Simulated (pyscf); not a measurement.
## `[NH2][SiH][NH2]`, doublet

Gas-phase minimum from PySCF at ωB97X-D3(BJ)/def2-SVP, one conformer. Other isomers of H₂N–SiH•–NH₂ were not searched in full and may lie lower. 

```
Si
N 1 1.7287
H 2 1.0120 1 123.06
H 2 1.0151 3 113.07 1 165.55
N 1 1.7366 2 105.88 3 -159.05
H 5 1.0148 1 120.02 2 -157.55
H 5 1.0152 6 111.22 1 147.74
H 1 1.5112 2 116.97 3 85.94
```
Charge 0, spin multiplicity 2.

Properties at ωB97X-D3(BJ)/def2-SVP:

| Item | Value |
|---|---|
| Harmonic wavenumbers, unscaled | 169, 230, 265, 364, 434, 660, 718, 795, 842, 872, 921, 1528, 1550, 2110, 3614, 3617, 3713, 3734 cm⁻¹ |
| Zero-point energy | 37.4 kcal/mol |
| Rotational symmetry number | 1 |
| Entropy of this conformer at 298 K and 1 atm, rigid rotor and harmonic oscillator, modes under 100 cm⁻¹ raised to 100 | 302.4 J/(mol K) |
| Dipole moment | 1.15 D |
| Spin expectation value S2 | 0.752 |

Single-point totals, which compare only within one level (frozen core for MP2 and CC):

```csv
level,total energy (hartree)
ωB97X-D3(BJ)/def2-TZVP,-402.12868
PBE/def2-TZVP,-401.78176
r²SCAN/def2-TZVP,-401.98164
B3LYP-D3(BJ)/def2-TZVP,-402.10364
PBE0-D3(BJ)/def2-TZVP,-401.82145
M06-2X/def2-TZVP,-401.99820
ωB97M-D3(BJ)/def2-TZVP,-402.13565
UHF/def2-TZVPP,-400.82304
MP2/def2-TZVPP,-401.35961
CCSD/def2-TZVPP,-401.38792
CCSD(T)/def2-TZVPP,-401.40911
```

Soft torsions are taken as harmonic, which can shift the entropy by several J/(mol K). The CCSD(T) − MP2 part came from Ansatz, without density fitting, on the same reference.
